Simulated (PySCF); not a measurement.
CH3Cl5GeSi, SMILES [Cl][Ge]([CH2][SiH](Cl)Cl)([Cl])[Cl], singlet, PBE0/def2-SVP optimised geometry. Atoms within 1.6 Å of the plane z = 0.0 Å (x, y, z in Å): Si1 (0.75, -0.83, -0.88), Cl2 (2.77, -0.62, -0.58), Cl3 (0.12, -2.60, -0.06), C4 (-0.10, 0.59, 0.00), Ge5 (-2.04, 0.59, 0.00), Cl8 (-2.77, 2.60, 0.00), H10 (0.22, 0.60, 1.06), H11 (0.22, 1.54, -0.46).

Level of theory: PBE0/def2-TZVP (PySCF). Cells within 0.4 Å of a nucleus heavier than hydrogen are left out (blank, or x).

Map of the electron localisation function on the plane z = 0.0 Å:

```
|0000000000000000000000000000000|
|0000000000000000000000000000000|
|0000012222100000000000000000000|
|0001245555320000000000000000000|
|0013567887641000000000000000000|
|0136788898852000000000000000000|
|0257980069862000000000000000000|
|036894xx08850001542000000000000|
|036897xx18730027986100000000000|
|0257886587510169997200000000000|
|0125678875311379997200000000000|
|0001245411135679985100011100000|
|0000012157418743763000244320000|
|00000112xxx188xx253002577642000|
|00000111xx6188xx574115788863100|
|0000012123127778985137899875200|
|0000001211135578974257888985200|
|0000000111111235531368867986200|
|0000000000000012211367889986200|
|0000000000000245653236889875200|
|0000000000004678886213678763100|
|0000000000047885687400256542000|
|000000000016893xx58610013310000|
|000000000037891xx38730000000000|
|0000000000368960189740000000000|
|0000000000247888898741000000000|
|0000000000024678887530000000000|
|0000000000002356665310000000000|
|0000000000000122322100000000000|
|0000000000000000000000000000000|
|0000000000000000000000000000000|
```
Scale: ten equal steps from 0.000 (start of '0') to 0.969 (end of '9'), in the order '0123456789'; x runs from -5.00 to 5.00, y from -5.00 (bottom) to 5.00 (top).
